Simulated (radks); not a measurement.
Problem. These are the eigenvalues of the occupied orbitals of an atom or ion with whole-number occupations (hartree). Method: scalar-relativistic Kohn-Sham, PBE, spin-polarised, spherical densities, finite nucleus; Fermi nuclear charge, rms radius of each element as measured or else 0.836 A^(1/3) + 0.57 fm; computed with a radial shooting solver on a logarithmic mesh with Libxc functionals.

orbital  eigenvalue
1s up     -1066.662
1s down   -1066.662
2s up     -161.4300
2s down   -161.4299
2p up     -144.9692
2p down   -144.9691
3s up     -31.53169
3s down   -31.53155
3p up     -26.15179
3p down   -26.15163
3d up     -17.86885
3d down   -17.86870
4s up      -5.39104
4s down    -5.39068
4p up      -3.76592
4p down    -3.76552
4d up      -1.41678
4d down    -1.41592
5s up      -0.79434
5s down    -0.79214
6p up      -0.17573

Which element is it, and in what charge state? The configuration may be excited. Open shells, if any, are filled with parallel spins first.

Solution. Z = 50, tin, charge +1: Sn+ in [Kr] 4d10 5s2 6p1. The list shows which subshells hold electrons but not how many an open one holds; the 1s level, -1066.7 hartree, gives Z - s = 46.2 by -(Z - s)^2/2, which with screening and relativity narrows Z to a few neighbours, and the depths of the outer levels then fix element, charge and occupations together.
